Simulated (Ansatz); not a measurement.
Process, species as SMILES: ClBr (Cl-Br) → Br atom + Cl atom
B3LYP-D3(BJ)/def2-TZVP geometries, fixed; electronic energies without zero-point terms.

Basis-set convergence of the atomisation energy at MP2 with Ansatz (a first-principles code). Cartesian d functions, on some or all atoms, in 6-311G**; all else is spherical. Cores are frozen (with 3d on Ga to Br). Open shells are unrestricted. No added dispersion term, no relativity. Functions are those of the species that has most. Reference: Hartree-Fock in aug-cc-pV(Q+d)Z plus the correlation part extrapolated as X^-3 from aug-cc-pV(T+d)Z and aug-cc-pV(Q+d)Z, 59.79 kcal/mol, itself unsure by roughly 0.69 kcal/mol (a third of the extrapolation step and of the last Hartree-Fock step). Deviations are taken from unrounded values.

```tsv
basis	functions	atomisation energy (kcal/mol)	minus reference (kcal/mol)
cc-pV(D+d)Z	50	42.89	-16.90
def2-SVP	50	42.52	-17.27
6-311G**	71	41.94	-17.85
def2-TZVPD	103	54.38	-5.41
cc-pV(Q+d)Z	132	57.33	-2.46
pcseg-3	132	57.42	-2.37
def2-QZVP	145	57.35	-2.44
def2-QZVPP	159	57.41	-2.38
pcseg-4	216	58.80	-0.99
```

The smallest set listed that lies within 4 kcal/mol of the reference with all its larger relatives (same family, alike in diffuse functions; a set with none counts only in the reference's own line) is cc-pV(Q+d)Z (132 functions, -2.46 kcal/mol off), level with pcseg-3. (Relatives not listed, tested too: cc-pV(5+d)Z -1.06 kcal/mol.)
